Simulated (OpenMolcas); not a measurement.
Co4+ among 6 point charges of -2 e arranged as an octahedron (Oh), 2.24 Å from the ion.

| Quantity | Value |
| --- | --- |
| Program | OpenMolcas 26.06 |
| Method | SS-CASPT2, IPEA 0.25 Eh, imaginary shift 0.1 Eh (closed shells correlated: 3s 3p) |
| Basis | ANO-RCC-VDZP [5s4p2d1f] |
| Scalar Hamiltonian | DKH2, point nucleus |
| Active space | 5 electrons in 5 orbitals (3d) |
| State averaging | 2S+1 = 6 even, 1 root; 2S+1 = 4 even, 24 roots; 2S+1 = 2 even, 75 roots |
| Spin-orbit coupling | RASSI with atomic mean-field integrals over the reference wave functions |

What is the spin-free ground state (labels of O, the rotations of Oh)?

6A1, 1-fold in its orbital part, 100 % from free-ion S terms; it has the highest spin that d5 allows.

What are the lowest two levels with spin-orbit coupling?

A 6-fold level, then a 2-fold level Γ7 39810 cm-1 above it. Their leading multiplicities are 6 (100 %) and 4 (100 %).

What is χT at 300 K, and how does it compare with the textbook value?

The lowest level has 2S+1 = 6, for which the spin-only value is χT = S(S+1) / 2 = 4.375 cm3 K/mol (g = 2). The computed 4.385 at 300 K differs by +0.010, little more than the free-electron g of 2.0023 accounts for.

Roots that are degenerate in the reference are averaged as groups; the widest CASPT2 spread within a group is 150 cm-1 (the 3-fold group of multiplicity 2 near 58400 cm-1 above the lowest state of its run). Shifts and gaps below about the spread of the groups concerned are not significant. Point charges give a weaker field than real ligands, and real ions of this kind are often low spin; the high spin found here belongs to the model. Free-ion shares, where given, are those of the reference states; single-state CASPT2 does not remix them. Point charges carry no covalency, so the field is a model and not that of real ligands. No measured value stands beside these numbers.
